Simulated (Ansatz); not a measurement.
`OCBBCl` and `SBBCl` differ in one atom or group.

Ansatz, PBE0-D4/def2-TZVP geometries, multiplicity 1. Each molecule was computed in one conformer, which needn't be the lowest. `OCBBCl` holds a close contact that its SMILES doesn't draw: B···O 1.69 Å.

```
                                          property  `OCBBCl`
                 LUMO energy (PBE/def2-TZVPP) / eV     -2.33
               HOMO energy (B3LYP/def2-TZVPP) / eV     -7.32
             HOMO energy (ωB97M-V/def2-TZVPP) / eV     -9.76
               HOMO–LUMO gap (PBE/def2-TZVPP) / eV      3.83
size of the dipole moment (ωB97M-V/def2-TZVPP) / D      3.08
              HOMO–LUMO gap (PBE0/def2-TZVPP) / eV      6.09
```

What does the change do to each property? (Estimate.)

Computed: 
```
                                          property  `SBBCl`  shift
                 LUMO energy (PBE/def2-TZVPP) / eV    -2.73  -0.40
               HOMO energy (B3LYP/def2-TZVPP) / eV    -7.83  -0.51
             HOMO energy (ωB97M-V/def2-TZVPP) / eV   -10.26  -0.50
               HOMO–LUMO gap (PBE/def2-TZVPP) / eV     3.96   0.13
size of the dipole moment (ωB97M-V/def2-TZVPP) / D     1.43  -1.65
              HOMO–LUMO gap (PBE0/def2-TZVPP) / eV     6.24   0.15
```

With PBE0 the HOMO falls by 0.52 eV and the LUMO falls by 0.38 eV, so the gap widens by about 0.14 eV. PBE moves the HOMO by -0.53 eV and ωB97M-V by -0.50 eV. Dipoles are sizes alone; their direction can turn.

B3LYP here is the variant with VWN-RPA as its local correlation; programs differ in this.
